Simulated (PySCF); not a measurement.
## Zinc: a sound run and one with changed settings

Sound run: Zn+ [Ar] 3d10 4s1, Zn(2+) [Ar] 3d10. Computed with PySCF 2.14 in def2-TZVP (6s5p4d1f, 48 functions), with the non-relativistic Hamiltonian (point nucleus). In the sound run the correlated levels freeze [Ar]. The sound run starts from symmetry-adapted Hartree-Fock orbitals and uses a fine grid where one is needed.

Changed run: scalar relativity by spin-free X2C-1e. This setting is unsound on purpose.

```
species   method  sound run (hartree)  changed run (hartree)  converged
    Zn+      UHF          -1777.52644            -1790.70162        yes
    Zn+      LDA          -1776.15369            -1789.31750        yes
    Zn+   r2SCAN          -1779.03580            -1792.20777        yes
    Zn+      MP2          -1777.89023            -1791.06983        yes
    Zn+  CCSD(T)          -1777.86219            -1791.04101        yes
 Zn(2+)      UHF          -1776.91679            -1790.08258        yes
 Zn(2+)      LDA          -1775.46704            -1788.61843        yes
 Zn(2+)   r2SCAN          -1778.36691            -1791.52679        yes
 Zn(2+)      MP2          -1777.25584            -1790.42455        yes
 Zn(2+)  CCSD(T)          -1777.22941            -1790.39751        yes
```

Ionisation energy of Zn+:

| method | sound run (eV) | changed run (eV) |
| --- | --- | --- |
| UHF | 16.589 | 16.845 |
| LDA | 18.685 | 19.023 |
| r2SCAN | 18.202 | 18.531 |
| MP2 | 17.263 | 17.559 |
| SCS-MP2 | 17.144 | 17.435 |
| CCSD | 17.177 | 17.466 |
| CCSD(T) | 17.219 | 17.511 |

Most of the change in total energy is the relativistic energy itself. On top of that the contraction fixes the core shape for the Hamiltonian it was made with, so the changed run is not a good calculation with the other Hamiltonian either.

For comparison, NIST gives 17.964 eV between the lowest levels.
